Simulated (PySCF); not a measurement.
# SMILES C1(C=O)=CC=C[SiH2]1, C₅H₆OSi

Geometry:
| atom | x (Å) | y (Å) | z (Å) |
| --- | --- | --- | --- |
| O1 | 2.939 | 0.108 | 0.566 |
| C2 | 2.131 | -0.317 | -0.227 |
| C3 | 0.686 | -0.178 | -0.077 |
| C4 | -0.214 | -0.657 | -0.973 |
| C5 | -1.637 | -0.433 | -0.675 |
| C6 | -1.917 | 0.233 | 0.469 |
| Si7 | -0.283 | 0.650 | 1.305 |
| H8 | 2.464 | -0.859 | -1.151 |
| H9 | 0.085 | -1.190 | -1.885 |
| H10 | -2.403 | -0.800 | -1.367 |
| H11 | -2.944 | 0.446 | 0.773 |
| H12 | -0.118 | 0.000 | 2.638 |
| H13 | -0.038 | 2.116 | 1.427 |

Computed with PySCF 2.14.0, quadratic response CAM-B3LYP/def2-TZVPD first hyperpolarisability, Taylor convention, gas phase. Geometry: PBE0-D3(BJ)/def2-SVP.

(1) Give the tensor of the static β(0;0,0) in the axes of these coordinates.

Answers

(1) In au, Taylor convention; rows are the first index (the induced dipole):
```tsv
	xx	yy	zz	xy	xz	yz
x	-314.3	+25.1	+25.3	+45.6	+55.3	-5.5
y	+45.6	-13.0	+41.2	+25.1	-5.5	+13.9
z	+55.3	+13.9	+42.3	-5.5	+25.3	+41.2
```
Norm of βᵢ = ⅓ Σⱼ (βᵢⱼⱼ + βⱼᵢⱼ + βⱼⱼᵢ): 295.8 au, hyper-Rayleigh value 136.6 au.
